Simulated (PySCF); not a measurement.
PySCF 2.14 output of an unrestricted TPSSh calculation on a single atom or ion in aug-cc-pVDZ-PP with ECP28MDF, with scalar relativity through the core potential:

```
SCF conv_tol = 1e-09
number electrons alpha = 11  beta = 9
    V. N. Staroverov, G. E. Scuseria, J. Tao, and J. P. Perdew.,  J. Chem. Phys. 119, 12129 (2003)
cycle= 1 E= -189.385771711401  delta_E= -0.00449  |g|= 0.0171  |ddm|= 0.358
cycle= 2 E= -189.385882109958  delta_E= -0.00011  |g|= 0.00689  |ddm|= 0.0568
cycle= 3 E= -189.385904787869  delta_E= -2.27e-05  |g|= 0.000173  |ddm|= 0.0168
cycle= 4 E= -189.385904847594  delta_E= -5.97e-08  |g|= 2.15e-05  |ddm|= 0.00107
cycle= 5 E= -189.385904848784  delta_E= -1.19e-09  |g|= 4.1e-07  |ddm|= 0.000245
cycle= 6 E= -189.385904848784  delta_E= -2.27e-13  |g|= 3.16e-08  |ddm|= 2.64e-06
converged SCF energy = -189.385904848784  <S^2> = 2.0003928  2S+1 = 3.0002619
```

The run itself started from symmetry-adapted Hartree-Fock orbitals and held the occupation by maximum overlap, on a logarithmic radial grid, so the iterations belong to that start.

Which element, charge and spin multiplicity is this?

In⁺ (indium, charge +1), multiplicity 3; the state was [Kr] 4d10 5s1 5d1, high-spin 3D determinant (an excited configuration).

Energies and moments cover only the electrons outside the core potential. The outer electron is Rydberg-like, and this basis confines it to a smaller radius and binds it less than a complete one would.
